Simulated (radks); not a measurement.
Results of a calculation; reference values are marked as such.
Orbital eigenvalues (eV) of neutral chromium, [Ar] 3d5 4s1, at several levels of relativity; Dirac values are averaged over j with weights 2j + 1. Spin-unpolarised spherical Kohn-Sham, BLYP, point nucleus unless stated (finite: rms radius 3.6452 fm), a radial shooting solver on a logarithmic mesh with Libxc functionals. A level marked "c x" has the speed of light scaled by that factor and shares open shells by 2j + 1; other Dirac levels either fill j = l - 1/2 first or share by 2j + 1.

1s: non-rel. -5836.2; scalar-rel. -5883.1; Dirac, 2j+1 shares, finite nucleus -5882.0; Dirac, c x 3 -5841.2; change of magnitude, last against first (%) +0.09
2s: non-rel. -657.83; scalar-rel. -667.19; Dirac, 2j+1 shares, finite nucleus -667.02; Dirac, c x 3 -658.84; change of magnitude, last against first (%) +0.15
2p: non-rel. -559.21; scalar-rel. -560.96; Dirac, 2j+1 shares, finite nucleus -560.81; Dirac, c x 3 -559.39; change of magnitude, last against first (%) +0.03
3s: non-rel. -72.275; scalar-rel. -73.759; Dirac, 2j+1 shares, finite nucleus -73.744; Dirac, c x 3 -72.435; change of magnitude, last against first (%) +0.22
3p: non-rel. -44.940; scalar-rel. -45.282; Dirac, 2j+1 shares, finite nucleus -45.274; Dirac, c x 3 -44.977; change of magnitude, last against first (%) +0.08
4s: non-rel. -3.8813; scalar-rel. -3.9753; Dirac, 2j+1 shares, finite nucleus -3.9748; Dirac, c x 3 -3.8914; change of magnitude, last against first (%) +0.26
3d: non-rel. -2.9283; scalar-rel. -2.8465; Dirac, 2j+1 shares, finite nucleus -2.8471; Dirac, c x 3 -2.9191; change of magnitude, last against first (%) -0.31
4p (empty): non-rel. -0.94518; scalar-rel. -0.95013; Dirac, 2j+1 shares, finite nucleus -0.95018; Dirac, c x 3 -0.94569; change of magnitude, last against first (%) +0.05
